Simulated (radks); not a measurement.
F0.5-, configuration [He] 2s2 2p(up 3, down 2.5) (fractional occupations, a model configuration). Calculated with a radial shooting solver on a logarithmic mesh with Libxc functionals: scalar-relativistic Kohn-Sham, SCAN, spin-polarised, spherical densities, finite nucleus; meta-GGA in the generalised Kohn-Sham scheme; Fermi nuclear charge, rms radius 2.8976 fm. Some entries of the table are withheld. Estimate them.

| orbital | occ. | eigenvalue (eV) | <r^2> (bohr^2) | <r> (bohr) |
|---|---|---|---|---|
| 1s up | 1 | (1) | 0.04194 | 0.1762 |
| 1s down | 1 | (2) | 0.04186 | 0.1761 |
| 2s up | 1 | -24.8073 | (3) | 1.015 |
| 2s down | 1 | -23.7509 | (4) | 1.024 |
| 2p up | 3 | -4.9691 | 1.849 | (5) |
| 2p down | 2.5 | -3.9307 | 2.006 | (6) |

Answer. 
(1) 1s up eigenvalue (eV): -661.6226
(2) 1s down eigenvalue (eV): -661.1367
(3) 2s up <r^2> (bohr^2): 1.262
(4) 2s down <r^2> (bohr^2): 1.286
(5) 2p up <r> (bohr): 1.161
(6) 2p down <r> (bohr): 1.202
